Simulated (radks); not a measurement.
Task: As III, configuration [Ar] 3d10 4p3 (not the ground configuration). Calculated with a radial shooting solver on a logarithmic mesh with Libxc functionals: scalar-relativistic Kohn-Sham, LDA (Slater exchange, Perdew-Wang correlation), spin-polarised, spherical densities, finite nucleus; open shells are filled with parallel spins first; Fermi nuclear charge, rms radius 4.0968 fm. Some entries of the table are withheld. Estimate them.

orbital,occ.,eigenvalue (eV),<r^2> (bohr^2),<1/r> (bohr^-1)
1s up,1,-11723.38,0.002794,33.42
1s down,1,-11723.18,0.002794,33.42
2s up,1,-1508.721,0.04864,7.356
2s down,1,-1508.612,0.04864,7.356
2p up,3,-1327.422,0.03853,7.216
2p down,3,-1327.253,0.03853,7.216
3s up,1,-213.9941,0.4144,2.382
3s down,1,-213.7386,0.4135,2.384
3p up,3,-157.9114,0.4489,2.232
3p down,3,-157.6072,0.4469,2.234
3d up,5,-65.3204,0.5762,1.911
3d down,5,-64.8343,0.5616,1.923
4p up,3,-25.4408,(1),0.6278
4p down,0,-22.1519,(2),0.6203

Result: 
(1) 4p up <r^2> (bohr^2): 4.898
(2) 4p down <r^2> (bohr^2): 5.155
